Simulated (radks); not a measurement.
Values are calculated unless marked as measured or tabulated.
Task: Ionisation of neutral silicon, [Ne] 3s2 3p2, to Si+, [Ne] 3s2 3p1, under several functionals. Non-relativistic Kohn-Sham, spin-polarised, spherical densities, point nucleus; open shells are filled with parallel spins first; a radial shooting solver on a logarithmic mesh with Libxc functionals. The NIST Atomic Spectra Database gives 8.152 eV (measured). Rank these functionals by the error of their Delta-SCF ionisation energy: TPSS; PW91; PBE; OLYP; r2SCAN; PBEsol.

Result: From best to worst: OLYP 8.114 eV (-0.038); PBEsol 8.238 eV (+0.086); PBE 8.275 eV (+0.123); PW91 8.312 eV (+0.160); TPSS 8.326 eV (+0.174); r2SCAN 8.423 eV (+0.272). Open shells are spherical and high-spin; term and fine-structure splittings are not resolved.
